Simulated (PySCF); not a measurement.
A structure optimised at B3LYP-D3(BJ)/def2-SVP, used in a PySCF frequency run:

```xyz
12

C      3.4203     0.1135     0.0000
C      2.1128     0.0316     0.0000
C      0.8135    -0.0838     0.0000
C     -0.2285    -1.1853     0.0000
C     -1.1985     0.0033     0.0000
F     -1.9837     0.1386    -1.0786
F     -1.9837     0.1386     1.0786
O     -0.1567     0.9416     0.0000
H      3.9951     0.1524     0.9341
H      3.9951     0.1524    -0.9341
H     -0.2743    -1.8043     0.9059
H     -0.2743    -1.8043    -0.9059
```
Charge 0, spin multiplicity 1.

**Question.** Write its SMILES, formula and point group.

**Answer.** C=C=C1CC(F)(F)O1, C₅H₄F₂O, Cs

**Question.** What are its rotational constants (standard atomic weights)?

**Answer.** 5.8663, 1.1495, 1.1262 GHz
